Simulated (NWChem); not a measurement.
Species: C$_{2}$H$_{7}$GaO; SMILES [CH3][Ga]([CH3])[OH]

```xyz
11

Ga    -0.0051     0.0008    -0.0001
C     -0.7417    -1.8249    -0.0001
H      0.0425    -2.5951    -0.0395
H     -1.4115    -1.9674    -0.8631
H     -1.3431    -1.9909     0.9081
C     -0.9590     1.7109     0.0004
H     -1.5737     1.8166    -0.9076
H     -0.2428     2.5439     0.0385
H     -1.6373     1.7868     0.8646
O      1.7800     0.2090     0.0004
H      2.2888    -0.6072    -0.0033
```
Atoms are numbered in this order, from 1.

Results from NWChem. Pople sets run with spherical d functions. Geometry: optimised at PBE0/def2-SVP. Total energies compare along this basis series because the functional is fixed.

```csv
level,basis functions,energy (Ha),highest occupied level (eV),orbital gap (eV),dipole (D)
PBE/3-21G,63,-2069.7645,-5.88,5.32,1.72
PBE/6-31G*,88,-2079.7570,-6.22,5.38,1.75
PBE/6-311G**,140,-2080.0591,…,…,1.71
```

Task: What belongs in the gaps?

Result: 
- PBE/6-311G**, highest occupied level (eV): -6.40
- PBE/6-311G**, orbital gap (eV): 5.42
